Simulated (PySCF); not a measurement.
C6H9NO2.
Z-matrix (Å and degrees, PBE0-D3(BJ)/def2-SVP geometry), rows numbered from 1:
```
C 
C   1  1.3377
N   2  1.3823  1  125.25
C   3  1.3807  2  122.73  1   179.62
O   4  1.2173  3  121.80  2     0.15
C   4  1.4738  3  114.06  2  -179.82
C   6  1.3479  4  117.86  3  -179.83
O   7  1.3253  6  128.19  4  -179.84
C   8  1.4055  7  118.19  6     0.01
H   1  1.0940  2  122.16  3    -0.01
H   1  1.0902  2  120.06  3  -179.98
H   2  1.0932  1  122.71  3   179.98
H   3  1.0120  2  118.58  1    -0.08
H   6  1.0919  4  119.75  3     0.25
H   7  1.0944  6  119.28  4     0.12
H   9  1.0966  8  106.90  7  -179.64
H   9  1.1034  8  111.10  7    61.09
H   9  1.1034  8  111.12  7   -60.38
```

All values: CAM-B3LYP/def2-SVPD (PySCF, non-relativistic), on one gas-phase PBE0-D3(BJ)/def2-SVP geometry that isn't relaxed in the solvent. The solvent is an IEF-PCM continuum (Bondi radii, 1.10 Å for H, scaled by 1.2), and excitations are vertical TDDFT with non-equilibrium linear response and a frozen core. The model holds no explicit solvent molecules, cavitation or dispersion.

Gas-phase singlets (H = HOMO, L = LUMO):

```csv
state,E (eV),λ (nm),f,leading configurations
S1,5.083,244,0.000,H-2→L 93%
S2,5.370,231,0.772,H→L 94%
S3,5.869,211,0.164,H-1→L 94%
S4,5.957,208,0.007,"H→L+1 56%, H→L+2 35%"
S5,6.682,186,0.000,"H-1→L+1 49%, H→L+3 24%, H→L+5 8%"
```

Problem. How does the list change in cyclohexane (ε = 2.017)?

Solution. 
| state | E (eV) | λ (nm) | f | leading configurations | change by rank (eV) |
| --- | --- | --- | --- | --- | --- |
| S1 | 5.173 | 240 | 0.018 | H-2→L 91% | +0.090 |
| S2 | 5.190 | 239 | 0.939 | H→L 91% | -0.180 |
| S3 | 5.754 | 215 | 0.133 | H-1→L 93% | -0.115 |
| S4 | 6.142 | 202 | 0.017 | H→L+1 56%, H→L+2 34% | +0.185 |
| S5 | 6.773 | 183 | 0.005 | H→L+3 47%, H-1→L+1 24%, H→L+6 9% | +0.091 |

Problem. What are the lowest 5 singlets in chloroform (ε = 4.711)?

Solution. 
| state | E (eV) | λ (nm) | f | leading configurations | change by rank (eV) |
| --- | --- | --- | --- | --- | --- |
| S1 | 5.156 | 240 | 0.987 | H→L 92% | +0.073 |
| S2 | 5.249 | 236 | 0.001 | H-2→L 93% | -0.121 |
| S3 | 5.742 | 216 | 0.115 | H-1→L 92% | -0.127 |
| S4 | 6.278 | 197 | 0.029 | H→L+1 56%, H→L+2 35% | +0.321 |
| S5 | 6.853 | 181 | 0.007 | H→L+3 59%, H→L+6 18%, H-1→L+1 12% | +0.171 |

Problem. The ground-state energy changes by -0.315 eV from gas to chloroform. By how much does the total energy of gas-phase S2 change?

Solution. E(S2) = E(S0) + excitation energy, so it changes by -0.315 − 0.214 = -0.529 eV: it is lowered more than the ground state, which is what a red shift means. This is the vertical state, with the slow part of the continuum still set for S0.

Problem. How do the frontier levels move from gas to chloroform?

Solution. 
| orbital | gas (eV) | solvent (eV) | change (eV) |
| --- | --- | --- | --- |
| LUMO+2 | 1.46 | 1.73 | +0.27 |
| LUMO+1 | 0.97 | 1.33 | +0.36 |
| LUMO | 0.05 | 0.04 | -0.01 |
| HOMO | -7.79 | -7.78 | +0.01 |
| HOMO-1 | -8.63 | -8.60 | +0.03 |
| HOMO-2 | -9.11 | -9.30 | -0.19 |
| HOMO-3 | -10.99 | -11.06 | -0.07 |

The HOMO–LUMO gap goes from 7.84 to 7.82 eV. Rows go by rank; for LUMO+1 the atom shares or the degeneracy differ between the runs, so the row needn't follow one orbital.
